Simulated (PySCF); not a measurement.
PySCF was given this input:
```python
from pyscf import gto, scf, mcscf
import numpy

mol = gto.M(
    atom='''
Si    1.97973468   -0.14715330   -0.15203880
Cl    3.50828100   -1.44845312   -0.40944244
Si   -0.06256504   -1.27389569   -0.12161127
Si   -1.88126558    0.14695348    0.13575161
Cl   -1.71133228    1.15447728    1.89369234
Cl   -1.86756103    1.53890469   -1.34683734
H     2.25872859    0.56759309    1.09493159
H     2.08221938    0.82237543   -1.24428305
H    -0.27795889   -2.05785118   -1.34851351
H    -0.12207541   -2.27750174    0.95331425
H    -3.24316112   -0.38106934    0.13911520
''',
    basis='sto-3g',
    verbose=4,
)

mf = scf.RHF(mol)
mf.kernel()
mc = mcscf.CASSCF(mf, 2, 2)
mc.fix_spin_(ss=0.0)
mc.kernel()
occ = numpy.linalg.eigvalsh(mc.fcisolver.make_rdm1(mc.ci, mc.ncas, mc.nelecas))[::-1]
ss = mc.fcisolver.spin_square(mc.ci, mc.ncas, mc.nelecas)[0]
print('natural occupations', occ.round(4), ' <S^2>', round(ss, 4))
```

Question: What nuclear repulsion energy does CASSCF(2,2)/STO-3G (PySCF) give?

Answer: 666.2986 Eh

Question: What is the computed SCF-reference dipole moment (CASSCF(2,2)/STO-3G)?

Answer: 2.63 D

Question: Estimate the natural occupations of the active orbitals that CASSCF(2,2)/STO-3G returns for this input.

Answer: 1.98, 0.02

Question: What SCF-reference Mulliken (on the basis functions themselves) charges in atom order does CASSCF(2,2)/STO-3G give?

Answer: Si1 0.63, Cl2 -0.39, Si3 0.37, Si4 0.73, Cl5 -0.38, Cl6 -0.38, H7 -0.12, H8 -0.12, H9 -0.13, H10 -0.13, H11 -0.10

Question: Give the number of basis functions at the level CASSCF(2,2)/STO-3G.

Answer: 59
